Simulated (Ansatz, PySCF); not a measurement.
Scan of H2F (cation, charge +1), singlet: symmetric bend, bond length relaxed. Scanned: H-F-H angle. Other coordinates (F-H bond length) were minimised at PBE0/def2-TZVP.

Levels: RHF/3-21G = restricted Hartree-Fock/3-21G in PySCF; RKS-B3LYP/6-31G* = PySCF 2.14.0 with restricted B3LYP/6-31G*, spherical d; RHF/STO-3G = restricted Hartree-Fock/STO-3G in PySCF; FCI/def2-SVP = full CI/def2-SVP, frozen core (Ansatz, a first-principles code).

Energies relative to the lowest point of each profile, in kcal/mol; the last columns give the difference from FCI:

```json
[
 {"a / °": "180", "RHF/3-21G": "9.7", "RKS-B3LYP/6-31G*": "19.2", "RHF/STO-3G": "26.6", "FCI/def2-SVP": "16.6", "RHF/3-21G − FCI/def2-SVP": "-6.9", "RKS-B3LYP/6-31G* − FCI/def2-SVP": "2.6", "RHF/STO-3G − FCI/def2-SVP": "10.0"},
 {"a / °": "172.80", "RHF/3-21G": "9.4", "RKS-B3LYP/6-31G*": "18.7", "RHF/STO-3G": "25.9", "FCI/def2-SVP": "16.2", "RHF/3-21G − FCI/def2-SVP": "-6.8", "RKS-B3LYP/6-31G* − FCI/def2-SVP": "2.5", "RHF/STO-3G − FCI/def2-SVP": "9.7"},
 {"a / °": "164.59", "RHF/3-21G": "8.2", "RKS-B3LYP/6-31G*": "17.0", "RHF/STO-3G": "23.4", "FCI/def2-SVP": "14.7", "RHF/3-21G − FCI/def2-SVP": "-6.4", "RKS-B3LYP/6-31G* − FCI/def2-SVP": "2.3", "RHF/STO-3G − FCI/def2-SVP": "8.7"},
 {"a / °": "155.27", "RHF/3-21G": "6.2", "RKS-B3LYP/6-31G*": "13.8", "RHF/STO-3G": "18.9", "FCI/def2-SVP": "12.0", "RHF/3-21G − FCI/def2-SVP": "-5.8", "RKS-B3LYP/6-31G* − FCI/def2-SVP": "1.8", "RHF/STO-3G − FCI/def2-SVP": "7.0"},
 {"a / °": "147.27", "RHF/3-21G": "4.1", "RKS-B3LYP/6-31G*": "10.5", "RHF/STO-3G": "14.3", "FCI/def2-SVP": "9.1", "RHF/3-21G − FCI/def2-SVP": "-5.0", "RKS-B3LYP/6-31G* − FCI/def2-SVP": "1.4", "RHF/STO-3G − FCI/def2-SVP": "5.2"},
 {"a / °": "139.47", "RHF/3-21G": "2.2", "RKS-B3LYP/6-31G*": "7.1", "RHF/STO-3G": "9.6", "FCI/def2-SVP": "6.2", "RHF/3-21G − FCI/def2-SVP": "-4.0", "RKS-B3LYP/6-31G* − FCI/def2-SVP": "0.9", "RHF/STO-3G − FCI/def2-SVP": "3.4"},
 {"a / °": "131", "RHF/3-21G": "0.6", "RKS-B3LYP/6-31G*": "3.8", "RHF/STO-3G": "5.0", "FCI/def2-SVP": "3.3", "RHF/3-21G − FCI/def2-SVP": "-2.7", "RKS-B3LYP/6-31G* − FCI/def2-SVP": "0.4", "RHF/STO-3G − FCI/def2-SVP": "1.7"},
 {"a / °": "123.96", "RHF/3-21G": "0.0", "RKS-B3LYP/6-31G*": "1.6", "RHF/STO-3G": "2.1", "FCI/def2-SVP": "1.4", "RHF/3-21G − FCI/def2-SVP": "-1.4", "RKS-B3LYP/6-31G* − FCI/def2-SVP": "0.2", "RHF/STO-3G − FCI/def2-SVP": "0.7"},
 {"a / °": "114.42", "RHF/3-21G": "0.8", "RKS-B3LYP/6-31G*": "0.0", "RHF/STO-3G": "0.0", "FCI/def2-SVP": "0.0", "RHF/3-21G − FCI/def2-SVP": "0.8", "RKS-B3LYP/6-31G* − FCI/def2-SVP": "0.0", "RHF/STO-3G − FCI/def2-SVP": "0.0"},
 {"a / °": "107.26", "RHF/3-21G": "2.9", "RKS-B3LYP/6-31G*": "0.2", "RHF/STO-3G": "0.3", "FCI/def2-SVP": "0.1", "RHF/3-21G − FCI/def2-SVP": "2.8", "RKS-B3LYP/6-31G* − FCI/def2-SVP": "0.1", "RHF/STO-3G − FCI/def2-SVP": "0.2"},
 {"a / °": "99.89", "RHF/3-21G": "6.8", "RKS-B3LYP/6-31G*": "1.9", "RHF/STO-3G": "2.7", "FCI/def2-SVP": "1.6", "RHF/3-21G − FCI/def2-SVP": "5.2", "RKS-B3LYP/6-31G* − FCI/def2-SVP": "0.3", "RHF/STO-3G − FCI/def2-SVP": "1.1"},
 {"a / °": "92.04", "RHF/3-21G": "13.0", "RKS-B3LYP/6-31G*": "5.6", "RHF/STO-3G": "7.8", "FCI/def2-SVP": "5.0", "RHF/3-21G − FCI/def2-SVP": "8.0", "RKS-B3LYP/6-31G* − FCI/def2-SVP": "0.6", "RHF/STO-3G − FCI/def2-SVP": "2.8"},
 {"a / °": "85.21", "RHF/3-21G": "20.2", "RKS-B3LYP/6-31G*": "10.6", "RHF/STO-3G": "14.7", "FCI/def2-SVP": "9.6", "RHF/3-21G − FCI/def2-SVP": "10.6", "RKS-B3LYP/6-31G* − FCI/def2-SVP": "1.0", "RHF/STO-3G − FCI/def2-SVP": "5.1"},
 {"a / °": "75.33", "RHF/3-21G": "33.8", "RKS-B3LYP/6-31G*": "21.1", "RHF/STO-3G": "29.2", "FCI/def2-SVP": "19.6", "RHF/3-21G − FCI/def2-SVP": "14.2", "RKS-B3LYP/6-31G* − FCI/def2-SVP": "1.4", "RHF/STO-3G − FCI/def2-SVP": "9.5"},
 {"a / °": "66.91", "RHF/3-21G": "48.1", "RKS-B3LYP/6-31G*": "33.4", "RHF/STO-3G": "45.9", "FCI/def2-SVP": "31.6", "RHF/3-21G − FCI/def2-SVP": "16.5", "RKS-B3LYP/6-31G* − FCI/def2-SVP": "1.8", "RHF/STO-3G − FCI/def2-SVP": "14.3"},
 {"a / °": "60", "RHF/3-21G": "61.4", "RKS-B3LYP/6-31G*": "46.0", "RHF/STO-3G": "62.7", "FCI/def2-SVP": "44.0", "RHF/3-21G − FCI/def2-SVP": "17.4", "RKS-B3LYP/6-31G* − FCI/def2-SVP": "2.0", "RHF/STO-3G − FCI/def2-SVP": "18.7"}
]
```

RHF/3-21G is furthest from FCI/def2-SVP at 60 (17.4 kcal/mol, above); its mean absolute difference over the points is 7.2 kcal/mol.

RKS-B3LYP/6-31G* is furthest from FCI/def2-SVP at 180 (2.6 kcal/mol, above); its mean absolute difference over the points is 1.2 kcal/mol.

RHF/STO-3G is furthest from FCI/def2-SVP at 60 (18.7 kcal/mol, above); its mean absolute difference over the points is 6.1 kcal/mol.
